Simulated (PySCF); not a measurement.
# Spin-rotation constants: SMILES [SiH3]C1=C(F)[PH2+]1, [C$_{2}$H$_{5}$FPSi]+, charge +1

Geometry:
| atom | x (Å) | y (Å) | z (Å) |
| --- | --- | --- | --- |
| F1 | -1.623 | -2.348 | -0.292 |
| C2 | -1.029 | -1.237 | -0.139 |
| C3 | -0.142 | -0.343 | -0.038 |
| Si4 | 1.749 | 0.165 | -0.102 |
| P5 | -1.943 | 0.500 | 0.222 |
| H6 | 1.784 | 1.279 | 0.839 |
| H7 | 1.878 | 0.543 | -1.504 |
| H8 | 2.381 | -1.074 | 0.327 |
| H9 | -1.460 | 1.070 | 1.394 |
| H10 | -1.586 | 1.449 | -0.729 |

Total charge +1.

The calculation used PySCF 2.14.0, GIAO B97-D/6-31++G** magnetisability, rotational g tensor and spin-rotation constants, non-relativistic, gas phase. Geometry: GFN2-xTB.

For an ion the centre-of-mass motion in the field is neglected.

Give the nuclear spin-rotation constants along the inertial axes (H = +C I·J) beside the isotropic shieldings.

Rotational constants 4.1918, 1.8395, 1.3146 GHz. A star marks the isotopologue with that one atom substituted, in its own axes.
```
atom  isotope  Caa (kHz)  Cbb (kHz)  Ccc (kHz)  mean (kHz)  σ (ppm)
  F1      19F      3.625      1.742      0.899       2.089    321.4
  P5      31P      5.569      2.018      0.614       2.734    566.1
  H6       1H     -0.390     -0.035     -0.103      -0.176     27.1
  H7       1H     -0.408     -0.205      0.031      -0.194     26.8
  H8       1H     -0.412     -0.007     -0.104      -0.174     26.5
  H9       1H     -0.366     -0.160     -0.065      -0.197     27.3
 H10       1H     -0.355     -0.158     -0.068      -0.194     27.2
  C2     13C*      0.557      0.683      0.457       0.566     69.7
  C3     13C*      0.713      0.462      0.123       0.433    145.6
 Si4    29Si*     -2.129     -0.946     -0.688      -1.254    440.7
```
For the geometry as given, no vibrational averaging.
